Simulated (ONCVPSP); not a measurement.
# Logarithmic derivatives: Si, ONCV

| Quantity | Value |
| --- | --- |
| Element | silicon (Si) |
| Generator | ONCVPSP 4.0.1 |
| Type | optimised norm-conserving Vanderbilt (ONCV) |
| Functional | PBEsol |
| Relativity | scalar-relativistic |
| Frozen core | [He] |
| Valence charge | 12 |
| Reference configuration | 2s2 2p6 3s1.5 3p2.5 |
| Partial waves | 2s+3s: rc 0.80 bohr, ncon 4, nbas 8, qcut 11.7 1/bohr, 2 projectors; 2p+3p: rc 1.10 bohr, ncon 4, nbas 8, qcut 13.9 1/bohr, 2 projectors |
| Local potential | polynomial inside 0.55 bohr (lpopt 5, dvloc0 0 Ha) |
| Core correction | polynomial model core, fcfact 0.55 |

The phase is arctan(r·R′/R) of the radial function R(r), unwrapped; energies in Ha, scanned from -7 to 5 Ha. A pole is an energy at which the radial function vanishes at the test radius. The pseudo phase is shifted by a multiple of π to meet the all-electron one at the reference energy, and phase errors are pseudo minus all-electron; the curves can meet again beyond the range given. Levels narrower than the energy grid can be missing from the lists of poles.

```
channel  radius (bohr)  reference energy (Ha)  poles, all-electron  poles, pseudo  unbroken range about the reference energy with phases within 0.05 rad  phase error 1 Ha above the reference energy (rad)
      s           0.81                  -0.41                -2.40          -2.40                                                        the whole range                                             +0.000
      p           1.12                  -0.16                -3.08          -3.08                                                        the whole range                                             +0.000
```

Phases in the p channel:

```
E (Ha)  all-electron  pseudo
 -6.96         1.171   1.171
 -6.64         1.147   1.147
 -6.32         1.118   1.118
 -6.00         1.081   1.081
 -5.68         1.032   1.032
 -5.36         0.964   0.964
 -5.04         0.860   0.860
 -4.72         0.682   0.682
 -4.40         0.329   0.329
 -4.08        -0.348  -0.348
 -3.76        -1.020  -1.020
 -3.44        -1.371  -1.371
 -3.12        -1.553  -1.553
 -2.80        -1.666  -1.666
 -2.48        -1.747  -1.747
 -2.16        -1.813  -1.813
 -1.84        -1.872  -1.872
 -1.52        -1.929  -1.929
 -1.20        -1.987  -1.987
 -0.88        -2.051  -2.051
 -0.56        -2.122  -2.122
 -0.24        -2.206  -2.206
  0.08        -2.308  -2.308
  0.40        -2.433  -2.433
  0.72        -2.590  -2.590
  1.04        -2.783  -2.783
  1.36        -3.011  -3.011
  1.68        -3.258  -3.258
  2.00        -3.499  -3.498
  2.32        -3.710  -3.710
  2.64        -3.884  -3.883
  2.96        -4.022  -4.021
  3.28        -4.131  -4.130
  3.60        -4.218  -4.217
  3.92        -4.288  -4.287
  4.24        -4.346  -4.345
  4.56        -4.394  -4.393
  4.88        -4.434  -4.433
```
